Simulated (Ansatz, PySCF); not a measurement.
H₅P₂, SMILES P[PH3+], charge +1. Atoms are numbered in the order given.

```xyz
7

P      1.1606    -0.1060     0.0000
P     -1.0219     0.0023     0.0000
H      1.2129     0.8610     1.0406
H      1.2129     0.8610    -1.0406
H     -1.5436    -0.6655    -1.1180
H     -1.5436    -0.6655     1.1180
H     -1.6125     1.2770     0.0000
```
Charge +1, spin multiplicity 1.

The structure is a stationary point at PBE0-D3(BJ)/def2-TZVP. The isomer is the one that the SMILES or the coordinates give; other isomers of the formula were not compared.

Two levels are set side by side: PBE-D3(BJ)/def2-TZVP (Ansatz, a first-principles code) and PBE0-D3(BJ)/def2-TZVP (Ansatz). Each level has its own optimised geometry; the coordinates shown are those of the second. Frequencies come from the Hessian of PySCF at each geometry. Differences are taken from unrounded values.

```tsv
quantity	PBE0-D3(BJ)
mean bond length (Å)	1.540
bond P1–P2 (Å)	2.185
bond P1–H3 (Å)	1.422
bond P1–H4 (Å)	1.422
bond P2–H5 (Å)	1.403
bond P2–H6 (Å)	1.403
bond P2–H7 (Å)	1.405
highest harmonic wavenumber (cm⁻¹)	2538
mean harmonic wavenumber (cm⁻¹)	1333
zero-point energy (kcal/mol)	28.58
```

### Question
What does PBE-D3(BJ) give, and how far is it from PBE0-D3(BJ)? (An estimate is asked for; the answer gives what the named calculation found.)

### Answer

| quantity | PBE-D3(BJ) | PBE-D3(BJ) minus PBE0-D3(BJ) |
|---|---|---|
| mean bond length (Å) | 1.552 | 0.012 |
| bond P1–P2 (Å) | 2.200 | 0.015 |
| bond P1–H3 (Å) | 1.433 | 0.012 |
| bond P1–H4 (Å) | 1.433 | 0.012 |
| bond P2–H5 (Å) | 1.413 | 0.010 |
| bond P2–H6 (Å) | 1.413 | 0.010 |
| bond P2–H7 (Å) | 1.416 | 0.011 |
| highest harmonic wavenumber (cm⁻¹) | 2459 | -78 |
| mean harmonic wavenumber (cm⁻¹) | 1287 | -46 |
| zero-point energy (kcal/mol) | 27.60 | -0.98 |

GGA bonds tend to be longer and softer than those of functionals with exact exchange. Differences between two approximate levels are no errors against the true value.
